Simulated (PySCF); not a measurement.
Polarisability and C₆ of I (iodine, neutral)

[Kr] 4d10 5s2 5p5, 2P determinant. All numbers are calculated (PySCF 2.14, scalar relativity by spin-free X2C-1e, in x2c-QZVPPall with one added diffuse shell each of s, p, d, f type (14s10p8d5f1g, 128 functions)). Coupled (time-dependent) response in atomic units; α is the mean over directions.

```tsv
method	mean α (bohr³)	α xx, yy, zz	C₆ (like pair)	S(−4)
M06	33.97	30.88, 35.52, 35.52	366.4	251.0
```

S(−4) is the Cauchy moment in α(ω) = α(0) + S(−4) ω² + …

Reference α: 32.9 ± 1.3 bohr³ (recommended; Schwerdtfeger and Nagle, table of static dipole polarizabilities (2023 update)). Published C₆: 385.0 (Chu and Dalgarno (2004); Tang, Norbeck and Certain (1976)).

Spin-orbit coupling is absent.

α(iu) at M06:

```tsv
u (hartree)	α(iu) (bohr³)
0	33.97
0.0500	33.36
0.100	31.69
0.200	26.74
0.300	21.64
0.500	14.11
0.750	8.882
1.00	6.102
1.50	3.488
2.00	2.335
3.00	1.322
5.00	0.6221
```

A single London oscillator, α(iu) = α/(1 + u²/ω²), gives C₆ = (3/4) ω α². Matching the computed C₆ needs ω = 4 × 366.4 / (3 × 33.97²) = 0.423 hartree.

The components differ because the open shell of this determinant is not spherical; for a pure term their mean is the scalar polarisability.
